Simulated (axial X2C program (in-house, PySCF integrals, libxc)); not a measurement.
## SrH: from Re and ωe to a spectrum

A bond curve at the CCSD(T) level, two-component, was computed with an in-house all-electron X2C program for linear molecules (integrals from PySCF) (basis Sr dyall-cv3z [13s12p8d5f1g], H dyall-v3z [6s2p1d] (cores contracted in-house)) for the state Ω = 1/2 (⟨Sz⟩ = 0.50, ⟨Lz⟩ = 0.00 at HF). Its fit gives Re = 2.1569 Å, ωe = 1196.5 cm⁻¹, ωexe = 16.9 cm⁻¹ and αe = 7.840e-02 cm⁻¹; the masses are 87.9056 and 1.0078 u. Two-component means X2C with spin–orbit coupling and atomic mean-field Coulomb and Gaunt terms.

Correlated methods: 11 electrons correlated (number of frozen shells: Sr 3 s, 2 p, 1 d; H none), 195 virtual spin orbitals or spinors in MP2, 90 natural virtuals in coupled cluster.

(1) Find the reduced mass, Be and the force constant.

(2) Estimate the centrifugal constant by the Kratzer relation.

(3) A Morse curve ties αe to the other constants (Pekeris). How well does that hold?

(4) Where do the fundamental and the first overtone lie?

(5) Scale the constants to the deuteride (D 2.0141 u) within the Born–Oppenheimer picture.

One determinant describes the state; a PBE0 search over occupations chose it and may have missed a lower one. CCSD and (T) use frozen natural virtuals with an MP2 correction for the truncation; (T) itself is uncorrected, so its De runs slightly low.

Answers

(1) From the CCSD(T) values: μ = 0.9964 u. Be = 16.8576/(μ Re²) = 3.637 cm⁻¹. k = 5.8918×10⁻⁷ μ ωe² = 0.84 mdyn/Å.

(2) D = 4Be³/ωe² = 1.34e-04 cm⁻¹.

(3) αe(Morse) = 6Be²/ωe × (√(ωexe/Be) − 1) = 7.665e-02 cm⁻¹; the CCSD(T) curve gives 7.840e-02 cm⁻¹, a ratio of 0.98.

(4) ν(1←0) = ωe − 2ωexe = 1162.7 cm⁻¹; ν(2←0) = 2ωe − 6ωexe = 2291.6 cm⁻¹.

(5) ρ = √(μH/μD) = 0.7114; ωe = 851.1, ωexe = 8.55, Be = 1.84 cm⁻¹; the zero-point energy falls by 171 cm⁻¹.
